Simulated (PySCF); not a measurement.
HS₂ (SMILES [S]S), doublet, at a GFN2-xTB geometry; R2SCAN/6-31G* run with PySCF.

PySCF was given this input:
```python
from pyscf import gto, scf, dft

mol = gto.Mole()
mol.atom = '''
    S     0.91067831   -0.45184823   -0.02081956
    S    -0.80573747    0.48637639    0.01910795
    H    -1.67905351   -0.55245053    0.02738580
'''
mol.basis = '6-31g*'
mol.spin = 1
mol.verbose = 4
mol.build()

mf = dft.UKS(mol)
mf.xc = 'r2scan'
mf.diis = False
mf.max_cycle = 100
mf.kernel()
```

The log (banner, timings and long lists left out):

```
PySCF version 2.14.0

[INPUT] verbose = 4
[INPUT] num. atoms = 3
[INPUT] num. electrons = 33
[INPUT] charge = 0
[INPUT] spin (= nelec alpha-beta = 2S) = 1
[INPUT] symmetry False subgroup None
[INPUT] Mole.unit = angstrom
[INPUT] Symbol           X                Y                Z      unit          X                Y                Z       unit  Magmom
[...]
nuclear repulsion = 78.7451638534672
number of shells = 18
number of NR pGTOs = 106
number of NR cGTOs = 38
basis = 6-31g*
ecp = {}

******** <class 'pyscf.dft.uks.UKS'> ********
method = UKS
initial guess = minao
damping factor = 0
level_shift factor = 0
DIIS disabled
SCF conv_tol = 1e-09
SCF conv_tol_grad = None
SCF max_cycles = 100
direct_scf = True
direct_scf_tol = 1e-13
number electrons alpha = 17  beta = 16
XC library pyscf.dft.libxc version 7.1.2
    S. Lehtola, C. Steigemann, M. J. T. Oliveira, and M. A. L. Marques,  SoftwareX 7, 1–5 (2018)
XC functionals = r2scan
    J. W. Furness, A. D. Kaplan, J. Ning, J. P. Perdew, and J. Sun,  J. Phys. Chem. Lett. 11, 8208–8215 (2020)
    J. W. Furness, A. D. Kaplan, J. Ning, J. P. Perdew, and J. Sun,  J. Phys. Chem. Lett. 11, 9248–9248 (2020)
    J. W. Furness, A. D. Kaplan, J. Ning, J. P. Perdew, and J. Sun,  J. Phys. Chem. Lett. 11, 8208–8215 (2020)
    J. W. Furness, A. D. Kaplan, J. Ning, J. P. Perdew, and J. Sun,  J. Phys. Chem. Lett. 11, 9248–9248 (2020)
radial grids:
    Treutler-Ahlrichs [JCP 102, 346 (1995); DOI:10.1063/1.469408] (M4) radial grids

becke partition: Becke, JCP 88, 2547 (1988); DOI:10.1063/1.454033
pruning grids: <function nwchem_prune>
grids dens level: 3
symmetrized grids: False
atomic radii adjust function: <function treutler_atomic_radii_adjust>
small_rho_cutoff = 0
Set gradient conv threshold to 3.16228e-05
tot grids = 47568
init E= -797.02510629219

cycle= 1 E= -796.841108419708  delta_E= 0.184  |g|= 0.142  |ddm|= 1.49
cycle= 2 E= -796.789060509189  delta_E= 0.052  |g|=  0.3  |ddm|= 0.79
cycle= 3 E= -796.509270036596  delta_E= 0.28  |g|= 0.655  |ddm|= 1.46
cycle= 4 E= -794.269311117929  delta_E= 2.24  |g|= 1.55  |ddm|= 4.68
cycle= 5 E= -785.068909303594  delta_E=  9.2  |g|= 3.14  |ddm|= 9.32
cycle= 6 E= -782.119871193671  delta_E= 2.95  |g|= 2.76  |ddm|= 11.1

cycle= 7 E= -777.111059976625  delta_E= 5.01  |g|= 3.05  |ddm|= 8.82
cycle= 8 E= -781.238266178944  delta_E= -4.13  |g|= 2.91  |ddm|= 8.89

cycle= 9 E= -777.03791668374  delta_E=  4.2  |g|= 3.07  |ddm|= 8.86
cycle= 10 E= -781.21652048751  delta_E= -4.18  |g|= 2.91  |ddm|= 8.88

cycle= 11 E= -777.039306218141  delta_E= 4.18  |g|= 3.07  |ddm|= 8.87
cycle= 12 E= -781.215725142089  delta_E= -4.18  |g|= 2.91  |ddm|= 8.87

cycle= 13 E= -777.039559423338  delta_E= 4.18  |g|= 3.07  |ddm|= 8.87
cycle= 14 E= -781.215674345004  delta_E= -4.18  |g|= 2.91  |ddm|= 8.87

cycle= 15 E= -777.039579778592  delta_E= 4.18  |g|= 3.07  |ddm|= 8.87
cycle= 16 E= -781.215669513688  delta_E= -4.18  |g|= 2.91  |ddm|= 8.87

cycle= 17 E= -777.039580977087  delta_E= 4.18  |g|= 3.07  |ddm|= 8.87
cycle= 18 E= -781.215668984503  delta_E= -4.18  |g|= 2.91  |ddm|= 8.87

cycle= 19 E= -777.039581007836  delta_E= 4.18  |g|= 3.07  |ddm|= 8.87
cycle= 20 E= -781.215668924079  delta_E= -4.18  |g|= 2.91  |ddm|= 8.87

cycle= 21 E= -777.039581001919  delta_E= 4.18  |g|= 3.07  |ddm|= 8.87
cycle= 22 E= -781.21566891707  delta_E= -4.18  |g|= 2.91  |ddm|= 8.87

cycle= 23 E= -777.03958100041  delta_E= 4.18  |g|= 3.07  |ddm|= 8.87
cycle= 24 E= -781.215668916252  delta_E= -4.18  |g|= 2.91  |ddm|= 8.87

cycle= 25 E= -777.039581000163  delta_E= 4.18  |g|= 3.07  |ddm|= 8.87
cycle= 26 E= -781.215668916155  delta_E= -4.18  |g|= 2.91  |ddm|= 8.87

cycle= 27 E= -777.039581000129  delta_E= 4.18  |g|= 3.07  |ddm|= 8.87
cycle= 28 E= -781.215668916144  delta_E= -4.18  |g|= 2.91  |ddm|= 8.87

cycle= 29 E= -777.039581000124  delta_E= 4.18  |g|= 3.07  |ddm|= 8.87
cycle= 30 E= -781.215668916143  delta_E= -4.18  |g|= 2.91  |ddm|= 8.87

cycle= 31 E= -777.039581000125  delta_E= 4.18  |g|= 3.07  |ddm|= 8.87
[...]

cycle= 47 E= -777.039581000124  delta_E= 4.18  |g|= 3.07  |ddm|= 8.87
cycle= 48 E= -781.215668916142  delta_E= -4.18  |g|= 2.91  |ddm|= 8.87

cycle= 49 E= -777.039581000124  delta_E= 4.18  |g|= 3.07  |ddm|= 8.87
cycle= 50 E= -781.215668916143  delta_E= -4.18  |g|= 2.91  |ddm|= 8.87

cycle= 51 E= -777.039581000125  delta_E= 4.18  |g|= 3.07  |ddm|= 8.87
cycle= 52 E= -781.215668916142  delta_E= -4.18  |g|= 2.91  |ddm|= 8.87

cycle= 53 E= -777.039581000124  delta_E= 4.18  |g|= 3.07  |ddm|= 8.87
cycle= 54 E= -781.215668916143  delta_E= -4.18  |g|= 2.91  |ddm|= 8.87

cycle= 55 E= -777.039581000124  delta_E= 4.18  |g|= 3.07  |ddm|= 8.87
cycle= 56 E= -781.215668916143  delta_E= -4.18  |g|= 2.91  |ddm|= 8.87

cycle= 57 E= -777.039581000125  delta_E= 4.18  |g|= 3.07  |ddm|= 8.87
cycle= 58 E= -781.215668916143  delta_E= -4.18  |g|= 2.91  |ddm|= 8.87

cycle= 59 E= -777.039581000124  delta_E= 4.18  |g|= 3.07  |ddm|= 8.87
cycle= 60 E= -781.215668916142  delta_E= -4.18  |g|= 2.91  |ddm|= 8.87

cycle= 61 E= -777.039581000124  delta_E= 4.18  |g|= 3.07  |ddm|= 8.87
cycle= 62 E= -781.215668916143  delta_E= -4.18  |g|= 2.91  |ddm|= 8.87

cycle= 63 E= -777.039581000124  delta_E= 4.18  |g|= 3.07  |ddm|= 8.87
cycle= 64 E= -781.215668916143  delta_E= -4.18  |g|= 2.91  |ddm|= 8.87

cycle= 65 E= -777.039581000123  delta_E= 4.18  |g|= 3.07  |ddm|= 8.87
cycle= 66 E= -781.215668916143  delta_E= -4.18  |g|= 2.91  |ddm|= 8.87

cycle= 67 E= -777.039581000124  delta_E= 4.18  |g|= 3.07  |ddm|= 8.87
cycle= 68 E= -781.215668916142  delta_E= -4.18  |g|= 2.91  |ddm|= 8.87

cycle= 69 E= -777.039581000123  delta_E= 4.18  |g|= 3.07  |ddm|= 8.87
cycle= 70 E= -781.215668916141  delta_E= -4.18  |g|= 2.91  |ddm|= 8.87

cycle= 71 E= -777.039581000123  delta_E= 4.18  |g|= 3.07  |ddm|= 8.87
cycle= 72 E= -781.215668916142  delta_E= -4.18  |g|= 2.91  |ddm|= 8.87

cycle= 73 E= -777.039581000124  delta_E= 4.18  |g|= 3.07  |ddm|= 8.87
cycle= 74 E= -781.215668916142  delta_E= -4.18  |g|= 2.91  |ddm|= 8.87

cycle= 75 E= -777.039581000123  delta_E= 4.18  |g|= 3.07  |ddm|= 8.87
cycle= 76 E= -781.215668916143  delta_E= -4.18  |g|= 2.91  |ddm|= 8.87

cycle= 77 E= -777.039581000123  delta_E= 4.18  |g|= 3.07  |ddm|= 8.87
cycle= 78 E= -781.215668916142  delta_E= -4.18  |g|= 2.91  |ddm|= 8.87

cycle= 79 E= -777.039581000124  delta_E= 4.18  |g|= 3.07  |ddm|= 8.87
cycle= 80 E= -781.215668916142  delta_E= -4.18  |g|= 2.91  |ddm|= 8.87

cycle= 81 E= -777.039581000124  delta_E= 4.18  |g|= 3.07  |ddm|= 8.87
cycle= 82 E= -781.215668916143  delta_E= -4.18  |g|= 2.91  |ddm|= 8.87

cycle= 83 E= -777.039581000123  delta_E= 4.18  |g|= 3.07  |ddm|= 8.87
cycle= 84 E= -781.215668916142  delta_E= -4.18  |g|= 2.91  |ddm|= 8.87

cycle= 85 E= -777.039581000124  delta_E= 4.18  |g|= 3.07  |ddm|= 8.87
cycle= 86 E= -781.215668916142  delta_E= -4.18  |g|= 2.91  |ddm|= 8.87

cycle= 87 E= -777.039581000125  delta_E= 4.18  |g|= 3.07  |ddm|= 8.87
cycle= 88 E= -781.215668916142  delta_E= -4.18  |g|= 2.91  |ddm|= 8.87

cycle= 89 E= -777.039581000124  delta_E= 4.18  |g|= 3.07  |ddm|= 8.87
cycle= 90 E= -781.215668916143  delta_E= -4.18  |g|= 2.91  |ddm|= 8.87

cycle= 91 E= -777.039581000124  delta_E= 4.18  |g|= 3.07  |ddm|= 8.87
cycle= 92 E= -781.215668916142  delta_E= -4.18  |g|= 2.91  |ddm|= 8.87

cycle= 93 E= -777.039581000124  delta_E= 4.18  |g|= 3.07  |ddm|= 8.87
cycle= 94 E= -781.215668916143  delta_E= -4.18  |g|= 2.91  |ddm|= 8.87

cycle= 95 E= -777.039581000123  delta_E= 4.18  |g|= 3.07  |ddm|= 8.87
cycle= 96 E= -781.215668916142  delta_E= -4.18  |g|= 2.91  |ddm|= 8.87

cycle= 97 E= -777.039581000125  delta_E= 4.18  |g|= 3.07  |ddm|= 8.87
cycle= 98 E= -781.215668916143  delta_E= -4.18  |g|= 2.91  |ddm|= 8.87

cycle= 99 E= -777.039581000123  delta_E= 4.18  |g|= 3.07  |ddm|= 8.87
cycle= 100 E= -781.215668916142  delta_E= -4.18  |g|= 2.91  |ddm|= 8.87
SCF not converged.
SCF energy = -781.215668916142 after 100 cycles  <S^2> = 0.75001376  2S+1 = 2.0000138
```

Convergence was not reached.
